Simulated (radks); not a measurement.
Isoelectronic series with 14 electrons, each ion in its NIST ground configuration. Calculated with a radial shooting solver on a logarithmic mesh with Libxc functionals: scalar-relativistic Kohn-Sham, PBE, spin-polarised, spherical densities, finite nucleus; open shells are filled with parallel spins first (spin-orbit coupling, left out, can overturn this in heavy ions); Fermi nuclear charge, rms radius of each element as measured or else 0.836 A^(1/3) + 0.57 fm. Total energies (hartree) and orbital eigenvalues (Ry) (* marks an orbital that is empty in some or all of the ions):

| ion | configuration | E (hartree) | 3p down* | 3p up | 3s down | 3s up |
|---|---|---|---|---|---|---|
| Si | [Ne] 3s2 3p2 | -289.86592 | -0.21987 | -0.33963 | -0.71248 | -0.83599 |
| S2+ | [Ne] 3s2 3p2 | -397.84204 | -1.93702 | -2.13192 | -2.77269 | -2.97483 |
| Ar4+ | [Ne] 3s2 3p2 | -523.96729 | -4.65825 | -4.91979 | -5.83828 | -6.10908 |
| Ca6+ | [Ne] 3s2 3p2 | -668.26173 | -8.32027 | -8.64537 | -9.84922 | -10.18469 |
| Ti8+ | [Ne] 3s2 3p2 | -830.78869 | -12.90272 | -13.28989 | -14.78826 | -15.18632 |
| Cr10+ | [Ne] 3s2 3p2 | -1011.63422 | -18.39744 | -18.84588 | -20.65022 | -21.10966 |
| Fe12+ | [Ne] 3s2 3p2 | -1210.90066 | -24.80131 | -25.31056 | -27.43503 | -27.95514 |
| Ni14+ | [Ne] 3s2 3p2 | -1428.70490 | -32.11375 | -32.68355 | -35.14546 | -35.72579 |
| Zn16+ | [Ne] 3s2 3p2 | -1665.17659 | -40.33570 | -40.96592 | -43.78605 | -44.42635 |
| Ge18+ | [Ne] 3s2 3p2 | -1920.45934 | -49.46910 | -50.15969 | -53.36271 | -54.06286 |
| Se20+ | [Ne] 3s2 3p2 | -2194.71043 | -59.51663 | -60.26759 | -63.88249 | -64.64246 |
| Kr22+ | [Ne] 3s2 3p2 | -2488.10008 | -70.48156 | -71.29296 | -75.35343 | -76.17329 |
| Sr24+ | [Ne] 3s2 3p2 | -2800.81282 | -82.36769 | -83.23960 | -87.78457 | -88.66443 |
| Zr26+ | [Ne] 3s2 3p2 | -3133.04743 | -95.17924 | -96.11179 | -101.1859 | -102.1259 |
| Mo28+ | [Ne] 3s2 3p2 | -3485.01589 | -108.9209 | -109.9142 | -115.5682 | -116.5686 |
